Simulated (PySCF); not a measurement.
C2H6AlFO, SMILES C[CH2][Al]([OH])[F]. Coordinates come from a PBE-D3(BJ)/def2-SVP optimisation. Other conformers were not sampled.

Computed equilibrium geometry at PBE-D3(BJ)/def2-SVP (PySCF confirms it by a frequency run) as a Z-matrix, and its point group (one conformer of several):
point group Cs.
```
C
H 1 1.1136
H 1 1.1136 2 104.27
C 1 1.5368 2 110.96 3 -119.52
H 4 1.1091 1 111.85 2 178.02
H 4 1.1091 5 106.51 1 -122.49
H 4 1.1107 5 107.22 6 -114.53
Al 1 1.9523 2 107.01 3 113.16
F 8 1.6839 1 121.17 2 -55.64
O 8 1.7139 9 118.57 1 180.00
H 10 0.9700 8 122.89 9 0.00
```
Charge 0, spin multiplicity 1.
